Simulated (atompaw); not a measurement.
**Cr: one change to a PAW (atompaw) potential, before and after**

- Element: Cr (Z = 24)
- Generator: atompaw 4.2.0.5
- Type: PAW
- Functional: PBE
- Relativity: scalar-relativistic
- Frozen core: [Ar]
- Valence charge: 6
- Reference configuration: 3d5 4s0.5 4p0.5
- Partial waves: 4s (bound): rc 2.35 bohr; 4s channel at 0.35 Ry: rc 2.35 bohr; 4p (bound): rc 3.00 bohr; 4p channel at 2.8 Ry: rc 3.00 bohr; 3d (bound): rc 1.35 bohr; 3d channel at 2.5 Ry: rc 1.35 bohr; 4f channel at 0.4 Ry: rc 3.00 bohr; 4f channel at 2.85 Ry: rc 3.00 bohr
- Local potential: vpsmatchnc scheme with l = 4 at 0.5 Ry, radius 2.15 bohr
- Core correction: smooth core density matched at 1.95 bohr
- Augmentation charge: sinc compensation charge, radius 2.55 bohr; PAW radius 3.00 bohr; waves and projectors: custom rrkj gramschmidtortho

All-electron outer shells of the reference configuration (PBE, scalar-relativistic, ld1.x):

```csv
shell,level (eV),outermost node (bohr),outermost maximum (bohr)
3s,-74.72,0.36,0.78
3p,-46.18,0.33,0.80
4s,-4.51,1.12,2.71
3d,-3.62,–,0.84
4p,-1.39,1.25,3.85
```

Change: local potential vpsmatchnc scheme with l = 4 at 0.5 Ry, radius 2.02 bohr.

Cutoffs: the cutoffs (Ry, on a coarse ladder) from which the occupation-weighted sum of valence levels, in a spherical-Bessel basis at the reference potential, stays within 10 and 1 mRy of its value at 400 Ry; they do not see the model core or the augmentation charge, which bear on the density cutoff.

Q: What does the change do?

A: The potential gets neither clearly harder nor softer (55 Ry and 90 Ry → 55 Ry and 90 Ry); both files keep a bound ghost (s); the range in which the f phases agree widens (upper end 3.3 → 4.6).

| quantity | base | changed |
| --- | --- | --- |
| cutoff, loose | 55 Ry | 55 Ry |
| cutoff, tight | 90 Ry | 90 Ry |
| bound ghosts | s | s |
| s: phases at 3.01 bohr within 0.05 rad from the reference energy up to (Ry; the scan ends near 5) | 3.4 | 3.2 |
| p: phases at 3.01 bohr within 0.05 rad from the reference energy up to (Ry; the scan ends near 5) | 3.8 | 3.7 |
| d: phases at 3.01 bohr within 0.05 rad from the reference energy up to (Ry; the scan ends near 5) | to the end of the scan | to the end of the scan |
| f: phases at 3.01 bohr within 0.05 rad from the reference energy up to (Ry; the scan ends near 5) | 3.3 | 4.6 |
| lowest overlap eigenvalue by channel | s 0.42, p 0.73, d 1.00, f 0.94 | s 0.40, p 0.71, d 1.00, f 0.94 |

 A true bound ghost makes a file unfit for plane-wave use even where its test errors are small: the radial tests pick states by their node count and pass the ghost by. The cutoffs see the waves, projectors and local potential, not the compensation charge or the core.
